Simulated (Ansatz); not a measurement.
ClFH2NOV, SMILES `[NH2][V](=[O])([F])[Cl]` at its PBE0-D4/def2-TZVP geometry, where that method's forces vanish. Charge 0, multiplicity 1.

| atom | x (Å) | y (Å) | z (Å) |
| --- | --- | --- | --- |
| N1 | 1.0678 | -0.0144 | 0.3139 |
| V2 | -0.6720 | 0.1025 | -0.1189 |
| O3 | -1.4024 | 0.1374 | 1.2417 |
| F4 | -0.9687 | 1.5350 | -1.0464 |
| Cl5 | -1.2515 | -1.6442 | -1.2492 |
| H6 | 1.4341 | -0.0848 | 1.2513 |
| H7 | 1.7927 | -0.0315 | -0.3924 |

**Question.** For each bond, give half the difference of the two atoms' forces along it (eV/Å; positive pushes the atoms apart) under PBE-D4, r2SCAN-D4, B3LYP-D4, ωB97M-V in def2-TZVPP. (Estimate.)

**Answer.** Computed: 
```
  bond  length (Å)  PBE-D4  r2SCAN-D4  B3LYP-D4  ωB97M-V
 N1–V2       1.797    0.16       0.19      0.19    -0.01
 N1–H6       1.009    0.06      -0.10     -0.11    -0.02
 N1–H7       1.012    0.09      -0.08     -0.11    -0.03
 V2–O3       1.545    1.49       0.96      0.62    -0.34
 V2–F4       1.732    0.19       0.00      0.19     0.20
V2–Cl5       2.160   -0.20      -0.14      0.04     0.16
```

B3LYP here is the variant with VWN-RPA as its local correlation; programs differ in this.
